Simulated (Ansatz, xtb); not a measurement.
Isomers of C2H4F2O2Si in order of energy

3 gas-phase structures of C2H4F2O2Si, from a drawn sample of its isomers (lower ones may exist). Each was relaxed with GFN2-xTB; where two conformers were screened, the lower at r2SCAN-D4/def2-SVP is listed:

A. `F[SiH](F)O[C@@H]1CO1`, a singlet
B. `F[Si]1(F)OCCO1`, a singlet
C. `COC(=O)[SiH](F)F`, a singlet

Problem. Estimate their order in r2SCAN-D4/def2-SVP energy at these geometries, lowest first.

Solution. Calculated order at r2SCAN-D4/def2-SVP: B (0.0), C (46.3), A (48.0) kcal/mol.

Energies above the lowest of each column, in kcal/mol; the last columns are at B3LYP-D3(BJ)/def2-SVP geometries:

```json
{"structure": "B", "GFN2-xTB": "0.0", "HF/STO-3G": "0.0", "r2SCAN-D4/def2-SVP": "0.0", "B3LYP-D3(BJ)/def2-SVP": "0.0", "CCSD(T)/def2-SVP + ΔMP2/def2-TZVPP": "0.0"}
{"structure": "C", "GFN2-xTB": "55.3", "HF/STO-3G": "54.1", "r2SCAN-D4/def2-SVP": "46.3", "B3LYP-D3(BJ)/def2-SVP": "44.5", "CCSD(T)/def2-SVP + ΔMP2/def2-TZVPP": "56.9"}
{"structure": "A", "GFN2-xTB": "28.8", "HF/STO-3G": "56.8", "r2SCAN-D4/def2-SVP": "48.0", "B3LYP-D3(BJ)/def2-SVP": "46.8", "CCSD(T)/def2-SVP + ΔMP2/def2-TZVPP": "52.6"}
```

Every level run on B puts it lowest or level with the lowest. CCSD(T)/def2-SVP + ΔMP2/def2-TZVPP orders those it was run on as B (0.0), A (52.6), C (56.9) kcal/mol. Flexible structures stand in one conformer each, not always the lowest. The ΔMP2 step shifts differences by up to 10.3 kcal/mol, which makes them less sure. ΔMP2 is the change of the MP2 energy from the smaller to the larger basis.

Programs: Ansatz 0.2.0, xtb 6.7.1.
